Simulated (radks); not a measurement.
Isoelectronic series with 41 electrons, all held in the configuration [Kr] 4d4 5s1, which need not be the ground one along the series. Method: scalar-relativistic Kohn-Sham, PBE, spin-polarised, spherical densities, finite nucleus; open shells are filled with parallel spins first (spin-orbit coupling, left out, can overturn this in heavy ions); Fermi nuclear charge, rms radius of each element as measured or else 0.836 A^(1/3) + 0.57 fm; computed with a radial shooting solver on a logarithmic mesh with Libxc functionals. Total energies (hartree) and orbital eigenvalues (hartree):

| ion | E (hartree) | 4d up | 5s up |
|---|---|---|---|
| Nb | -3819.67726 | -0.13646 | -0.16455 |
| Mo+ | -4048.40066 | -0.50766 | -0.42961 |
| Tc2+ | -4284.65354 | -0.99110 | -0.76499 |
| Ru3+ | -4528.42935 | -1.56732 | -1.16010 |
| Rh4+ | -4779.74440 | -2.22688 | -1.60975 |
| Pd5+ | -5038.61715 | -2.96443 | -2.11095 |
| Ag6+ | -5305.07572 | -3.77656 | -2.66180 |
| Cd7+ | -5579.14695 | -4.66097 | -3.26101 |
| In8+ | -5860.86932 | -5.61599 | -3.90768 |
| Sn9+ | -6150.27439 | -6.64041 | -4.60115 |
| Sb10+ | -6447.40257 | -7.73326 | -5.34095 |
| Te11+ | -6752.29121 | -8.89381 | -6.12674 |
| I12+ | -7064.98992 | -10.12146 | -6.95830 |
| Xe13+ | -7385.53658 | -11.41573 | -7.83545 |
| Cs14+ | -7713.9820 | -12.77624 | -8.75810 |

4d up drops below 5s up between Nb and Mo+.
